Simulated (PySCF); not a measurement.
BBr2, SMILES Br[B]Br (connectivity only; charge and spin as stated), charge +1, multiplicity 1.

Geometry: B3LYP-D3(BJ)/def2-TZVP. The multiplicity is an assumed one; other spin states were not compared. The isomer is the one that the SMILES or the coordinates give; other isomers of the formula were not compared.

Two levels are set side by side: PBE/def2-TZVPD (PySCF) and r2SCAN/def2-TZVPD (PySCF). Same geometry, gas phase. Differences are taken from unrounded values.

```tsv
quantity	r2SCAN	PBE	PBE minus r2SCAN
orbital gap (eV)	5.85	5.27	-0.58
highest occupied level (eV)	-14.61	-14.27	0.35
lowest empty level (eV)	-8.77	-8.99	-0.23
mean polarisability (bohr³)	48.1	49.6	1.5
```

Rough cost on one machine, each run with all the roots and properties that it gave: r2SCAN against PBE about 3 times.
